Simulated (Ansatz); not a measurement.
Si (SMILES [Si]), triplet; B3LYP/STO-3G (Ansatz, a first-principles code).

Here is a job for Ansatz.
Ansatz 0.2 input:
```yaml
crystal:
  periodic: [false, false, false]
  atoms:
    - {symbol: Si, position_ang: [0.00000000, 0.00000000, 0.00000000]}
basis:
  gaussian:
    orbitals: STO-3G
    nuclear_model: gaussian
hamiltonian:
  xc: b3lyp
magnetization: {spin_polarized: true, initial_magnetization: 2}
```

What the program printed (banner, timings and long lists left out):

```
Functional definition: B3LYP
42 factors; integrals over basis functions are off by at most 1.5e-6 eV
mean field evaluation 1: about -7780.8774 eV, gradient 2.5e-1 eV
mean field evaluation 2: about -7780.8775 eV, gradient 1.3e-2 eV
mean field evaluation 4: about -7780.8775 eV, gradient 8.4e-4 eV
mean field -7780.87747791 eV, -285.9419732451 hartree, gradient 6.7e-6 eV, S^2 2.000001; 0 other end points of the search recorded, 0 dependent functions left out
reference -7780.87757955 eV, -285.9419769801 hartree; 8, 6 occupied and 1, 3 virtual orbitals, 42 factors
Total energy: -7780.87757955 eV, -285.9419769801 hartree
```
